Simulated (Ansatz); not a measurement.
`O=C(O)O[SiH3]` + HBr → `[SiH3]Br` + `O=C(O)O` at 500 K and 1 bar (ligand exchange at the Si–O bond).

Program: Ansatz. Geometries: PBE0-D4/def2-TZVP. ΔE: electronic, gas phase. CCSD(T)/CBS is the MP2 limit (def2-TZVPP, def2-QZVPP) plus CCSD(T) − MP2 in def2-TZVPP, frozen cores. For Br outer-core shells are correlated without core-valence functions, which leaves a few kJ/mol of doubt a bond. Scalar relativity is left out up to krypton. Each species was taken in one conformer, which may not be the lowest.

```
        species  CCSD(T)/CBS energy (Eh)  H − E (kJ/mol)  S (J/(mol·K))
`O=C(O)O[SiH3]`               -555.10886           185.3          377.5
            HBr              -2573.91920            30.5          213.7
     `[SiH3]Br`              -2864.23411            91.6          294.2
      `O=C(O)O`               -264.79774           131.5          298.0
```

H − E and S are ideal-gas, rigid-rotor, harmonic terms from PBE0-D4/def2-TZVP, for one conformer and one mirror image of each species. 1 Eh = 2625.50 kJ/mol, R = 8.31446 J/(mol·K).

Question: By hand: ΔE, ΔH, ΔS and ΔG.

Answer: ΔE = (-2864.23411) + (-264.79774) − (-555.10886) − (-2573.91920) = -0.00379 Eh = -10.0 kJ/mol. Δ(H − E) = 91.6 + 131.5 − 185.3 − 30.5 = 7.3, so ΔH = -2.7 kJ/mol. ΔS = 294.2 + 298.0 − 377.5 − 213.7 = 1.0 J/(mol·K). ΔG = -2.7 − 500 × (1.0)/1000 = -3.2 kJ/mol.

Question: By hand: the equilibrium constant, and the temperature at which ΔG would vanish if ΔH and ΔS stayed fixed.

Answer: log₁₀ K = −ΔG/(RT ln 10) = 0.3. ΔH and −TΔS have one sign here, so there is no such temperature. One of them is within its doubt of zero, so this could turn.

The number of gas molecules stays the same, so ΔS is small and ΔH decides. The sign of ΔG lies within the doubt. A doubt of 5 kJ/mol in ΔE shifts log₁₀ K by 0.5 here. Other conformers and mirror images would add mixing entropy, several J/(mol·K) or more a flexible species. These are equilibria of isolated gas molecules and say nothing of rates. Largest T1 diagnostic: 0.014 (customary marks: 0.02 for closed shells, 0.045 for open ones).
